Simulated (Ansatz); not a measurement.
Gas-phase electronic energies from Ansatz, PBE0-D4/def2-TZVP geometries. CBS: MP2 limit from def2 TZ/QZ plus the TZ coupled-cluster correction, frozen cores. DFT in def2-TZVPP. Elements past krypton have def2 core potentials. For Sb outer-core shells are correlated without core-valence functions, which leaves a few kJ/mol of doubt a bond. Each species was taken in one conformer, which may not be the lowest.

Consider the redistribution: `N[SiH](O)[Si](N)(F)F` + `[OH][SbH2]` → `N[Si](O)(F)F` + `N[SiH](O)[SbH2]`.

`N[SiH](O)[Si](N)(F)F`:

```xyz
13

N    -1.882    1.067    0.637
Si   -0.725   -0.149    0.925
O    -1.119   -1.699    0.494
Si    1.142    0.508   -0.330
N     1.769   -0.818   -1.177
F     0.737    1.614   -1.416
F     2.231    1.266    0.561
H    -2.725    1.180    1.175
H    -1.873    1.635   -0.193
H    -0.490   -0.277    2.382
H    -1.306   -1.854   -0.434
H     2.505   -0.738   -1.861
H     1.736   -1.735   -0.763
```

`[OH][SbH2]`:

```xyz
5

O    -1.014    0.565   -0.336
Sb    0.451   -0.303    0.662
H    -1.694    0.856    0.277
H     0.567   -1.633   -0.411
H     1.690    0.516   -0.192
```

`N[Si](O)(F)F`:

Z-matrix (Å, degrees):
```
Si
O 1 1.619
F 1 1.581 2 104.1
N 1 1.686 2 112.4 3 125.7
F 1 1.584 2 112.9 3 -114.3
H 2 0.958 1 117.2 3 -175.6
H 4 1.006 1 121.2 2 -53.5
H 4 1.006 1 120.5 2 156.7
```

`N[SiH](O)[SbH2]`:

Z-matrix (Å, degrees):
```
Si
O 1 1.650
Sb 1 2.576 2 101.3
N 1 1.715 2 110.6 3 -126.3
H 1 1.491 2 112.5 3 117.8
H 2 0.960 1 115.5 3 169.3
H 3 1.711 1 90.3 2 -171.8
H 3 1.711 1 89.9 2 -80.7
H 4 1.008 1 118.8 2 -142.2
H 4 1.008 1 120.9 2 73.9
```

CCSD(T)/CBS gives -174.1 kJ/mol.

(1) Another level gave -150.8 kJ/mol. Which?
A. ωB97X-V/def2-TZVPP
B. SCS-MP2/def2-TZVPP
C. B2PLYP/def2-TZVPP
D. PBE-D4/def2-TZVPP

Largest T1 diagnostic among the species: 0.014.

Results:

(1) D. PBE-D4 -150.8, SCS-MP2/def2-TZVPP -176.5, B2PLYP -169.5, ωB97X-V -161.5 kJ/mol.

From PBE to PBE0 (25 % exact exchange), in def2-TZVPP and without D4, ΔE moves by −16.8 kJ/mol.
